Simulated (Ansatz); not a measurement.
`C#[C][Sn]([Cl])([Cl])[Cl]` + HI → `[Cl][Sn]([Cl])([Cl])[I]` + acetylene at 500 K and 1 bar (ligand exchange at the Sn–C bond).

Gas-phase electronic energies from Ansatz, PBE0-D4/def2-TZVP geometries. CCSD(T)/CBS is the MP2 limit (def2-TZVPP, def2-QZVPP) plus CCSD(T) − MP2 in def2-TZVPP, frozen cores. This one scheme is used for every species. def2 core potentials past Kr. For I, Sn outer-core shells are correlated without core-valence functions, which leaves a few kJ/mol of doubt a bond.

```
                    species  CCSD(T)/CBS energy (Eh)  H − E (kJ/mol)  S (J/(mol·K))
`C#[C][Sn]([Cl])([Cl])[Cl]`              -1670.14099           109.8          464.9
                         HI               -298.03592            28.6          221.6
  `[Cl][Sn]([Cl])([Cl])[I]`              -1890.98666            55.6          452.7
                      `C#C`                -77.22717            90.7          225.3
```

H − E and S are ideal-gas, rigid-rotor, harmonic terms from PBE0-D4/def2-TZVP. 1 Eh = 2625.50 kJ/mol, R = 8.31446 J/(mol·K).

Problem. By hand: ΔE, ΔH, ΔS and ΔG.

Solution. ΔE = (-1890.98666) + (-77.22717) − (-1670.14099) − (-298.03592) = -0.03692 Eh = -96.9 kJ/mol. Δ(H − E) = 55.6 + 90.7 − 109.8 − 28.6 = 7.9, so ΔH = -89.0 kJ/mol. ΔS = 452.7 + 225.3 − 464.9 − 221.6 = -8.5 J/(mol·K). ΔG = -89.0 − 500 × (-8.5)/1000 = -84.8 kJ/mol.

Problem. By hand: the equilibrium constant, and the temperature at which ΔG would vanish if ΔH and ΔS stayed fixed.

Solution. log₁₀ K = −ΔG/(RT ln 10) = 8.9. ΔG = 0 at ΔH/ΔS = 10471 K, far beyond where these terms or the molecules hold.

The number of gas molecules stays the same, so ΔS is small and ΔH decides. A doubt of 5 kJ/mol in ΔE shifts log₁₀ K by 0.5 here. These are equilibria of isolated gas molecules and say nothing of rates. Largest T1 diagnostic: 0.013 (customary marks: 0.02 for closed shells, 0.045 for open ones).
